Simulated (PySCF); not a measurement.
AlF4, SMILES [F][Al-]([F])([F])[F], charge -1. Heavy atoms are numbered as in [Al-:1]([F:2])([F:3])([F:4])[F:5].

Coordinates come from a PBE-D3(BJ)/def2-SVPD optimisation. The isomer is the one that the SMILES or the coordinates give; other isomers of the formula were not compared.

These are B3LYP/pcSseg-2 (PySCF) values and carry that method's errors.

GIAO shieldings, no solvent; atoms alike by connectivity are averaged. δ = σ(ref) − σ: ¹⁹F against CFCl3 (σ = 159.6 ppm), references at their B3LYP-D3(BJ)/def2-TZVP geometries, non-relativistic.

Computed chemical shifts:
| nucleus | atoms | count | δ (ppm) |
|---|---|---|---|
| ¹⁹F | F2 | 4 | -236.6 |
